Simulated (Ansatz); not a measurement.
System: CdF$_{2}$, net charge 0, singlet state. 
Geometry from a B3LYP-D3(BJ)/def2-TZVP (Ansatz, an electronic-structure program) optimisation:
SMILES: [F][Cd][F]
```xyz
3

Cd     0.0000     0.0000     0.0000
F      0.0000     0.0000    -1.9335
F      0.0000     0.0000     1.9335
```
Charge 0, spin multiplicity 1.

Quantity: atomisation energy (electronic, to ground-state atoms), in kJ/mol. Correlated levels leave the core frozen unless marked. Open shells are spin-unrestricted. No spin-orbit coupling. Frozen are the shells of the preceding noble gas and the d and f shells that filled before the atom's block. Past Kr the def2 sets carry scalar-relativistic core potentials. The coupled-cluster limit lacks core correlation, which all-electron functionals hold. Basis-set limits of correlation are two-point, X^-3; Hartree-Fock from the larger set.

```
level                                        program  atomisation energy (kJ/mol)  minus last row  rough core time
------------------------------------  --------------  ---------------------------  --------------  ---------------
HF/def2-SVPD                                  Ansatz                        428.4          -248.7                -
SVWN5/def2-TZVPD                              Ansatz                        828.2           151.1       under 20 s
PBE-D3(BJ)/def2-TZVPD                 Ansatz + dftd3                        696.7            19.6       under 20 s
BLYP-D4/def2-TZVPD                    Ansatz + dftd4                        667.4            -9.7       under 20 s
BLYP/def2-TZVPD                               Ansatz                        660.4           -16.7       under 20 s
revPBE/def2-TZVPD                             Ansatz                        651.3           -25.8       under 20 s
PBE0-D4/def2-TZVPD                    Ansatz + dftd4                        648.0           -29.1       under 20 s
PBE0/def2-QZVPP                               Ansatz                        660.3           -16.8       under 20 s
LC-wPBE-D4/def2-TZVPD                 Ansatz + dftd4                        724.2            47.1       under 20 s
B2GP-PLYP-D3(BJ)/def2-TZVPD           Ansatz + dftd3                        670.5            -6.6       under 20 s
RPA@PBE/def2-QZVPP                            Ansatz                        594.7           -82.4       under 20 s
MP2/def2-QZVPP                                Ansatz                        715.6            38.5                -
RI-MP2/def2-QZVPPD                            Ansatz                        719.8            42.7       under 20 s
CCSD(T)/def2-SVP                              Ansatz                        594.1           -83.0       under 20 s
CCSD(T)/CBS(def2-TZVPPD,def2-QZVPPD)          Ansatz                        677.1             0.0             40 s
```

Core times are rough, on shared machines, summed over the molecules involved; a dash marks a level read off another run, or run on other hardware, by another program or under a memory cap.
